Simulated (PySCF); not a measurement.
SMILES F[Si](F)(F)O[Si](O)(O)O (H₃F₃O₄Si₂) at its CAM-B3LYP/def2-SVP optimised geometry (Å):

```
12

Si     0.8947    -1.6674     0.0000
F      0.4090    -2.4282     1.3278
F      0.4112    -2.5182    -1.2515
F      2.4846    -1.6674     0.0000
O      0.2934    -0.1813     0.0000
Si    -0.6516     0.7534     1.0227
O     -0.1374     2.2992     0.9672
O     -2.1987     0.6941     0.5136
O     -0.4954     0.1232     2.5215
H      0.7469     2.5182     1.2768
H     -2.4846     1.3009    -0.1764
H     -0.4922    -0.8367     2.6194
```

Computed with PySCF with CAM-B3LYP/def2-TZVP. Cells within 0.4 Å of a nucleus heavier than hydrogen are left out (blank, or x).

Map of the deformation density (molecule minus spherical neutral atoms) (e/bohr³) on the plane z = 0.0 Å:

```
|2222222222222222222222222222222|
|2222222222222222222222222222222|
|2222222222222222222222222222222|
|2222222222222222222222222222222|
|2222222222222222222222222222222|
|2222222222222222222222222222222|
|2222222222222222222222222222222|
|2222222222222222222222222222222|
|2222222111222222222222222222222|
|2222211111111222222222222222222|
|2222210011111122222222222222222|
|2222211483211011112222222222222|
|2222211594221001112222222222222|
|2222211343321012222222222222222|
|2222222234321135532222222222222|
|222222223322124xx83222222222222|
|222222222221124xx64211222222222|
|2222222222221235884112222222222|
|2222222222222224652013322222222|
|222222222222111111x145xx2222222|
|22222222222211000xx256xx2222222|
|222222222222211001x145xx2222222|
|2222222222222111000013322222222|
|2222222222222211110012222222222|
|2222222222222221111111222222222|
|2222222222222222211112222222222|
|2222222222222222222222222222222|
|2222222222222222222222222222222|
|2222222222222222222222222222222|
|2222222222222222222222222222222|
|2222222222222222222222222222222|
```
Scale: ten equal steps from -0.023 (start of '0') to 0.074 (end of '9'), in the order '0123456789'; x runs from -5.00 to 5.00, y from -5.00 (bottom) to 5.00 (top).
